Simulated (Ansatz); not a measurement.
Isolated molecules relaxed with PBE0-D4/def2-TZVP in Ansatz; ΔE leaves out vibrations. CCSD(T)/CBS is the MP2 limit (def2-TZVPP, def2-QZVPP) plus CCSD(T) − MP2 in def2-TZVPP, frozen cores. This one scheme is used for every species. Functionals use def2-TZVPP. Triplets are unrestricted, without spin–orbit coupling. def2 core potentials past Kr. For In outer-core shells are correlated without core-valence functions, which leaves a few kJ/mol of doubt a bond. One conformer a species, not always the lowest.

Consider the formal loss of a carbene: `C[NH][InH][CH3]` → `[CH2]` (triplet) + `C[NH][InH2]`.

CCSD(T)/CBS gives +110.5 kcal/mol.

(1) Another level gave +109.4 kcal/mol. Which?
A. r2SCAN0-D4/def2-TZVPP
B. LDA (SPW92)/def2-TZVPP
C. PBE/def2-TZVPP
D. r2SCAN-D4/def2-TZVPP

(2) What do rigid-rotor, harmonic-oscillator terms from PBE0-D4/def2-TZVP frequencies (298.15 K, 1 bar) make of the CCSD(T)/CBS value? (Best estimate.)

Largest T1 diagnostic among the species: 0.016.

## Answers

(1) C. PBE 109.4, r2SCAN0-D4 102.5, LDA (SPW92) 124.8, r2SCAN-D4 103.7 kcal/mol.

(2) The calculation gave: ΔZPE = -7.6 kcal/mol, ΔH = +104.0 kcal/mol, ΔS = 138 J/(mol·K), ΔG = +94.1 kcal/mol. Open shells count their whole term as degenerate. Modes under 50 cm⁻¹ make the entropy rough.

At CCSD(T), def2-SVP lies −7.9 kcal/mol from the extrapolated value and def2-TZVPP −3.2 kcal/mol. Leaving LDA and LC-ωPBE aside and taking each functional with its dispersion term where it has one, the values, not all of them listed here, spread over 8.6 kcal/mol, from r2SCAN0-D4 to ωB97X-V. LDA lies +15.4 kcal/mol from PBE without D4. From r2SCAN to r2SCAN0 (25 % exact exchange), in def2-TZVPP and without D4, ΔE moves by −1.2 kcal/mol.
